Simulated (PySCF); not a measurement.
Work out the structure from these simulated measurements.

Formula: C5H13BS.

- Dipole: 1.48 D [PBE0/def2-SVPD]
- 1H NMR: chemical shifts (computed TMS as zero) by class: 2.16 (3 H), 1.27 (4 H), 0.98 (6 H) ppm [GIAO KT2/pcSseg-1]
- Polarisability: 97.7 au [PBE0/def2-SVPD]
- UV, strongest line: among the 10 lowest singlet transitions: S2 at 6.09 eV (204 nm, f = 0.127) [TDDFT PBE0/def2-SVPD]
- 13C NMR: chemical shifts (computed TMS as zero) by class: 20.7 (2 C), 14.7 (1 C), 11.1 (2 C) ppm [GIAO KT2/pcSseg-1]
- Triplet: lowest triplet excitation (Tamm–Dancoff): 4.77 eV [TDA PBE0/def2-SVPD]
- Rotational structure: rotational constants A, B, C: 2.154, 1.700, 1.048 GHz [PBE0-D3(BJ)/def2-SVP]
- UV, first state: lowest singlet excitation: 6.08 eV (204 nm, f = 0.035) [TDDFT PBE0/def2-SVPD]
- NMR, other nuclei: isotropic shieldings of nuclei other than C and H, by class: 30 (1 B), 464 (1 S) ppm [GIAO KT2/pcSseg-1]

Gas-phase values; electronic properties from PySCF, density fitting. Levels stand in brackets. The structure is a single PBE0-D3(BJ)/def2-SVP conformer in the gas phase; no vibrational or solvent corrections. Each NMR value is the plain mean over a class of atoms that symmetry, rotation or inversion makes alike.

Task: What is the compound? Reason from the data.

Result: 5 carbons fall into 3 classes; from least to most shielded: carbon bonded to B, C and 2 H (20.7 ppm, 2 C, up to 6.0 ppm apart in this geometry), carbon bonded to S and 3 H (14.7 ppm), carbon bonded to C and 3 H (11.1 ppm, 2 C). Hydrogen classes from least to most shielded: 3 H on a carbon bonded to S and 3 H (2.16 ppm), 4 H on 2 like atoms (carbon bonded to B, C and 2 H) (1.27 ppm, a mean of values up to 0.5 ppm apart in this geometry), 6 H on 2 like atoms (carbon bonded to C and 3 H) (0.98 ppm, a mean of values up to 0.7 ppm apart in this geometry). The other shieldings belong to: 30 ppm, boron bonded to 2 C and S; 464 ppm, sulfur bonded to B and C. The optimised geometry has point group C1 and is an asymmetric top. Structure: BEt2(SMe) (`CCB(CC)SC`). The assignments are read from this structure; whether some other isomer fits the data as well wasn't checked.
